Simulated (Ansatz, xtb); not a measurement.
# Relative energy of two isomers of CH5NSSi

Structure X is `CN[Si]S`, a singlet and structure Y is `CS[Si]N`, a singlet. Both are isolated molecules in the gas phase, relaxed with PBE0-D4/def2-SVP; the shapes shown needn't be the lowest conformers.

X (Å):

```xyz
9

C    -0.9158   -0.3864    2.0430
N    -0.7152   -1.0906    0.7959
S    -0.3985   -3.0417   -1.4869
Si   -0.8134   -2.8052    0.6375
H    -1.7652    0.3165    1.9921
H    -0.0212    0.1839    2.3475
H    -1.1341   -1.1094    2.8446
H    -0.5090   -0.4730    0.0147
H    -0.2251   -1.7502   -1.8558
```

Y (Å):

```xyz
9

C    -2.3260    1.6913    3.4655
N     1.4431   -0.2708    2.2234
S    -0.8003    0.7572    3.8008
Si    0.0256    0.6143    1.8143
H    -3.1939    1.0949    3.7777
H    -2.3105    2.6302    4.0354
H    -2.4188    1.9246    2.3939
H     1.7330   -0.5916    3.1430
H     2.1083   -0.5328    1.5038
```

**Question.** Estimate which is lower in electronic energy at CCSD(T)/def2-SVP + ΔMP2/def2-TZVPP, and by roughly how much.

**Answer.** The CCSD(T)/def2-SVP + ΔMP2/def2-TZVPP calculation puts structure Y lower, by 0.281 eV.

The same difference at several levels:

| level | geometry | E(Y) − E(X) (eV) | departure from the last row (eV) | job, with rough time for the two |
| --- | --- | --- | --- | --- |
| GFN2-xTB | GFN2-xTB | +0.211 | +0.493 | optimisation, 0.33 s |
| HF/STO-3G | GFN2-xTB | −0.186 | +0.095 | single point, 0.28 s |
| r2SCAN-D4/def2-SVP | GFN2-xTB | −0.200 | +0.082 | single point, 2.1 s |
| PBE0-D4/def2-SVP | PBE0-D4/def2-SVP | −0.187 | +0.094 | optimisation, 24 s |
| HF/def2-SVP | PBE0-D4/def2-SVP | −0.122 | +0.159 | part of the CCSD(T) run |
| MP2/def2-SVP | PBE0-D4/def2-SVP | −0.183 | +0.099 | part of the CCSD(T) run |
| CCSD(T)/def2-SVP | PBE0-D4/def2-SVP | −0.130 | +0.151 | single point |
| CCSD(T)/def2-SVP + ΔMP2/def2-TZVPP | PBE0-D4/def2-SVP | −0.281 |  | single point, 12 s |

As drawn, Y has 1 C–S, 1 N–H in place of 1 C–N, 1 S–H.

GFN2-xTB puts the two in the other order. The largest departure from CCSD(T)/def2-SVP + ΔMP2/def2-TZVPP is that of GFN2-xTB, 0.493 eV. The last row adds to CCSD(T) the change of the MP2 difference between the two basis sets, here −0.151 eV, a large step that makes the value less sure.

With harmonic frequencies from PBE0-D4/def2-SVP (ideal gas, rigid rotor, one conformer each, 298.15 K, 1 atm): the zero-point term adds +0.033 eV; ΔH is −0.242 and ΔG −0.266 eV.

The correlated steps freeze 12 core orbitals. Programs: Ansatz 0.2.0, xtb 6.7.1; the last row on 2 threads of AMD EPYC 7B13 (Zen 3) on a shared host.
